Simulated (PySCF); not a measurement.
Chromium: highly charged ions in a basis for the neutral atom

Cr(19+) [He] 2s2 2p1, Cr(20+) [He] 2s2. All numbers are calculated (PySCF 2.14, no relativity, point nucleus, in cc-pVDZ (6s5p3d1f, 43 functions)). No spin-orbit coupling, so a gap to NIST mixes the basis error with missing relativistic terms.

Changed run: basis of the neutral atom used for a highly charged ion. This setting is unsound on purpose.

| species | method | sound run (hartree) | changed run (hartree) | converged |
| --- | --- | --- | --- | --- |
| Cr(19+) | UHF | not run | -736.85706 | yes |
| Cr(19+) | r2SCAN | not run | -736.94005 | yes |
| Cr(19+) | B3LYP | not run | -736.92082 | yes |
| Cr(20+) | UHF | not run | -682.48673 | yes |
| Cr(20+) | r2SCAN | not run | -682.50701 | yes |
| Cr(20+) | B3LYP | not run | -682.48374 | yes |

Ionisation energy of Cr(19+):

| method | changed run (eV) | NIST (eV) |
| --- | --- | --- |
| UHF | 1479.5 | 1495.1 ± 0.7 |
| r2SCAN | 1481.2 | 1495.1 ± 0.7 |
| B3LYP | 1481.3 | 1495.1 ± 0.7 |

The contracted functions were made for the neutral atom and can be too rigid for a highly charged ion.
